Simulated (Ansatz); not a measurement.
Pt20 (started as a model of: Pt20 flat piece), relaxed as a singlet with RKS PBE-D4/def2-SVP in Ansatz, starting from a model built from a lattice or polyhedron. Force threshold 0.03 eV/Å.

In the def2 sets Pt takes a core potential; there is no spin–orbit coupling. Single mean-field runs in def2-SVP are fitted with def2-universal-jkfit. The restricted singlet is unstable towards broken spin symmetry in Hartree–Fock (as tested in another run); at PBE-D4/def2-SVP this wasn't settled. Another isomer (singlet) lies 5.55 eV lower at PBE0-D4/def2-TZVP; other spin states weren't run for this one.

Start:

```xyz
20

Pt    2.6750    4.3605    3.7512
Pt    1.0034    2.8889    2.3927
Pt   -1.5612    3.3666    2.4762
Pt   -3.2109    1.8697    1.0989
Pt   -5.7880    2.3584    1.2078
Pt    3.5974    2.3774    2.3017
Pt    1.9327    0.9058    0.9404
Pt   -0.6580    1.3901    1.0054
Pt   -2.2898   -0.0737   -0.3175
Pt   -4.8797    0.3830   -0.2626
Pt    4.5322    0.3862    0.8368
Pt    2.8465   -1.1001   -0.5527
Pt    0.2917   -0.5822   -0.4284
Pt   -1.3741   -2.0895   -1.7960
Pt   -3.9513   -1.5971   -1.7149
Pt    5.4164   -1.5729   -0.6077
Pt    3.7461   -3.0647   -1.9957
Pt    1.1668   -2.5698   -1.8862
Pt   -0.4592   -4.0610   -3.2798
Pt   -3.0361   -3.5756   -3.1697
```

| step | energy (eV) | largest force component (eV/Å) | SCF passes |
| --- | --- | --- | --- |
| 1 | -64997.5322 | 1.464 | 213 |
| 2 | -64997.7779 | 0.871 | 83 |
| 3 | -64997.8217 | 0.609 | 76 |
| 4 | -64997.9399 | 0.108 | 74 |
| 5 | -64997.9423 | 0.039 | 70 |
| 6 | -64997.9784 | 0.302 | 91 |
| 7 | -64998.0536 | 0.551 | 90 |
| 8 | -64998.1755 | 0.539 | 88 |
| 9 | -64998.3267 | 0.373 | 107 |
| 10 | -64998.4450 | 0.419 | 106 |
| 11 | -64998.5176 | 0.314 | 93 |
| 12 | -64998.5945 | 0.253 | 80 |
| 13 | -64998.6440 | 0.292 | 82 |
| 14 | -64998.6786 | 0.347 | 84 |
| 15 | -64998.7062 | 0.306 | 84 |
| 16 | -64998.7289 | 0.159 | 84 |
| 17 | -64998.7375 | 0.157 | 76 |
| 18 | -64998.7444 | 0.047 | 66 |
| 19 | -64998.7493 | 0.053 | 66 |
| 20 | -64998.7533 | 0.076 | 76 |
| 21 (rejected) | -64998.5911 | 0.692 | 89 |
| 22 | -64998.7580 | 0.046 | 75 |
| 23 | -64998.7593 | 0.039 | 67 |
| 24 | -64998.7600 | 0.027 | 67 |

Force components are those of the run's own axes.

End:

```tsv
atom	x (Å)	y (Å)	z (Å)
Pt1	2.7415	4.6221	2.8209
Pt2	0.9824	2.8783	2.4431
Pt3	-1.4245	2.4353	2.9304
Pt4	-3.0867	1.6111	1.2205
Pt5	-5.5520	1.9998	1.4251
Pt6	3.5613	2.2938	2.3764
Pt7	1.8848	0.8951	0.9041
Pt8	-0.5717	1.7963	0.5062
Pt9	-2.2065	0.1941	-0.8370
Pt10	-4.8230	0.3880	-0.3529
Pt11	4.4277	0.3858	0.9842
Pt12	2.8603	-0.7540	-0.9191
Pt13	0.3309	-0.2508	-0.7836
Pt14	-1.2742	-2.0685	-1.6310
Pt15	-3.9182	-1.7629	-1.2648
Pt16	4.5170	-2.0938	0.4514
Pt17	3.8118	-2.9981	-1.8749
Pt18	1.2744	-2.5585	-1.9002
Pt19	-0.4867	-3.6687	-3.4379
Pt20	-3.0485	-3.3445	-3.0608
```

By distances, no bond broke or formed. The bond that changes most is Pt6–Pt11, from 2.64 to 2.52 Å (atoms count from 1).

No frequencies were taken in this run, so the end may be a saddle point.

Hardware: 5 threads of AMD EPYC 7R13 on a shared host and a share (37 GiB) of an NVIDIA H100 80GB HBM3. Wall time 3.8 min, peak host memory 1.4 GiB.
